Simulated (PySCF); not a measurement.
Method: r2SCAN-D4/def2-TZVP in PySCF. Isolated molecules, 0 K electronic values unless said otherwise. One relaxed conformer stands for a flexible species; it need not be the lowest. Excitations are Tamm–Dancoff values on a coarser integration grid. The basis has no diffuse functions, so Rydberg states are missing or too high.

Reference species (SMILES): `[SiH2](O)[SiH2][SiH2]N` (neutral, multiplicity 1).

* **S1 excitation (TDA)**: 5.15 eV
* **brightest of the four lowest singlets (TDA)**: 6.18 eV
* **LUMO**: -1.06 eV

Changed species: `[Si]([SiH3])(O)([SiH3])N`.

Q: Give the shifts of the S1 excitation (TDA), brightest of the four lowest singlets (TDA) and LUMO.

A: the S1 excitation (TDA) rises by 0.47 eV, to 5.62 eV; the brightest of the four lowest singlets (TDA) falls by 0.31 eV, to 5.87 eV; the LUMO is nearly the same.
